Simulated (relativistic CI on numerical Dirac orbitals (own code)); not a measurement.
## Pd4+: M2,3 absorption edge

Computed with this model: Dirac-Coulomb-Breit CI, KLI orbitals optimised for each configuration, model QED, valence Slater integrals scaled by 0.8, multiplet model of core-to-valence dipole absorption; configurations [Kr] 4d6 → [Ne] 3s2 3p5 3d10 4s2 4p6 4d7; 300 K; Lorentzian 3 eV and Gaussian 0.4 eV FWHM. Energies are those of the free ion, without screening or charge transfer. The branching ratio is the share of the lower-energy edge in the whole absorption, uncertain by about 0.02 where the edges overlap. S is read from ⟨S²⟩ = S(S + 1).

Field parameters in Wybourne normalisation: D3d B²₀ = −7Dσ, B⁴₀ = −14Dq − 21Dτ, B⁴₃ = −14√(10/7) Dq; D4h B²₀ = −7Ds, B⁴₀ = 21(Dq − Dt), B⁴₄ = 21√(5/14) Dq; Oh B⁴₀ = 21Dq, B⁴₄ = √(5/14) B⁴₀; Td as Oh with Dq negative (B⁴₀ = 21Dq, B⁴₄ = √(5/14) B⁴₀). The field is a parameter set, without covalency.

Computed curve for Oh, 10Dq = 26650 cm⁻¹, scaled to 100 at the maximum (points under 2 are left out and the grid is thinned):

```json
{"Energy (eV)": "530.0", "Intensity": "2.1"}
{"Energy (eV)": "530.5", "Intensity": "2.3"}
{"Energy (eV)": "531.0", "Intensity": "2.6"}
{"Energy (eV)": "531.5", "Intensity": "2.8"}
{"Energy (eV)": "532.5", "Intensity": "3.6"}
{"Energy (eV)": "533.0", "Intensity": "4.0"}
{"Energy (eV)": "533.5", "Intensity": "4.6"}
{"Energy (eV)": "534.0", "Intensity": "5.3"}
{"Energy (eV)": "534.5", "Intensity": "6.1"}
{"Energy (eV)": "535.0", "Intensity": "7.2"}
{"Energy (eV)": "536.0", "Intensity": "10.3"}
{"Energy (eV)": "536.5", "Intensity": "12.7"}
{"Energy (eV)": "537.0", "Intensity": "16.0"}
{"Energy (eV)": "537.5", "Intensity": "20.6"}
{"Energy (eV)": "538.0", "Intensity": "27.1"}
{"Energy (eV)": "538.5", "Intensity": "36.8"}
{"Energy (eV)": "539.0", "Intensity": "50.7"}
{"Energy (eV)": "540.0", "Intensity": "88.5"}
{"Energy (eV)": "540.5", "Intensity": "100.0"}
{"Energy (eV)": "541.0", "Intensity": "94.8"}
{"Energy (eV)": "541.5", "Intensity": "76.7"}
{"Energy (eV)": "542.0", "Intensity": "57.0"}
{"Energy (eV)": "542.5", "Intensity": "41.6"}
{"Energy (eV)": "543.5", "Intensity": "23.7"}
{"Energy (eV)": "544.0", "Intensity": "18.7"}
{"Energy (eV)": "544.5", "Intensity": "15.0"}
{"Energy (eV)": "545.0", "Intensity": "12.2"}
{"Energy (eV)": "545.5", "Intensity": "10.1"}
{"Energy (eV)": "546.0", "Intensity": "8.5"}
{"Energy (eV)": "546.5", "Intensity": "7.2"}
{"Energy (eV)": "547.5", "Intensity": "5.4"}
{"Energy (eV)": "548.0", "Intensity": "4.7"}
{"Energy (eV)": "548.5", "Intensity": "4.2"}
{"Energy (eV)": "549.0", "Intensity": "3.7"}
{"Energy (eV)": "549.5", "Intensity": "3.3"}
{"Energy (eV)": "550.0", "Intensity": "3.0"}
{"Energy (eV)": "550.5", "Intensity": "2.7"}
{"Energy (eV)": "551.5", "Intensity": "2.3"}
{"Energy (eV)": "552.0", "Intensity": "2.1"}
{"Energy (eV)": "563.0", "Intensity": "2.2"}
{"Energy (eV)": "563.5", "Intensity": "2.5"}
{"Energy (eV)": "564.0", "Intensity": "2.9"}
{"Energy (eV)": "564.5", "Intensity": "3.4"}
{"Energy (eV)": "565.5", "Intensity": "5.1"}
{"Energy (eV)": "566.0", "Intensity": "6.5"}
{"Energy (eV)": "566.5", "Intensity": "8.6"}
{"Energy (eV)": "567.0", "Intensity": "11.6"}
{"Energy (eV)": "567.5", "Intensity": "16.0"}
{"Energy (eV)": "568.0", "Intensity": "21.6"}
{"Energy (eV)": "568.5", "Intensity": "26.4"}
{"Energy (eV)": "569.5", "Intensity": "22.9"}
{"Energy (eV)": "570.0", "Intensity": "17.3"}
{"Energy (eV)": "570.5", "Intensity": "12.7"}
{"Energy (eV)": "571.0", "Intensity": "9.4"}
{"Energy (eV)": "571.5", "Intensity": "7.1"}
{"Energy (eV)": "572.0", "Intensity": "5.5"}
{"Energy (eV)": "573.0", "Intensity": "3.7"}
{"Energy (eV)": "573.5", "Intensity": "3.1"}
{"Energy (eV)": "574.0", "Intensity": "2.7"}
{"Energy (eV)": "574.5", "Intensity": "2.3"}
```

The ground state has S = 0.09, and the centroid lies at 546.55 eV.
